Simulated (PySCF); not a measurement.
# CsF: energy against distance

Set-up: basis Cs def2-SVP with ECP46, F def2-SVP; scalar-relativistic core potentials; PySCF 2.14. Energies in eV from Cs + F in their ground configurations at the same level. State: ¹Σ⁺ (singlet), closed shell.

Curves on a restricted Hartree–Fock reference rise too fast on stretching and do not dissociate correctly.

All columns are RHF. A positive dipole means Cs(−)F(+).

```csv
R (Å),E (eV),μ (D),Mulliken charge on Cs (basis-dependent),HOMO (eV),LUMO (eV),Mayer bond order,⟨S²⟩
2.064,-1.932,-6.22,0.72,-10.34,0.19,0.44,0.00
2.160,-2.404,-6.93,0.72,-10.47,0.14,0.46,0.00
2.256,-2.677,-7.60,0.73,-10.49,0.09,0.47,0.00
2.328,-2.786,-8.08,0.74,-10.45,0.05,0.47,0.00
2.400,-2.832,-8.54,0.74,-10.37,0.01,0.47,0.00
2.472,-2.831,-8.99,0.75,-10.26,-0.03,0.47,0.00
2.568,-2.776,-9.57,0.75,-10.08,-0.07,0.46,0.00
2.688,-2.647,-10.28,0.76,-9.82,-0.13,0.45,0.00
2.832,-2.441,-11.10,0.78,-9.50,-0.20,0.43,0.00
3.024,-2.123,-12.17,0.79,-9.07,-0.29,0.40,0.00
```

A fit through these points gives, at Re = 2.433 Å, μ = -8.75 D and dμ/dR = -6.24 D/Å; the reduced mass is 16.62 u.

Q: How strong is the fundamental in the double-harmonic approximation, I = 42.26·(dμ/dR)²/μred km/mol?

A: I = 42.26·(-6.24)²/16.62 = 99.0 km/mol at RHF.

Spin–orbit coupling is left out, which matters for elements this heavy, above all for dissociation energies. Where the molecule has an RHF reference, its open-shell atoms are computed with UHF. Hartree–Fock leaves out correlation, which carries a large part of most bond energies and some tenths to 1 eV of ionisation energies.
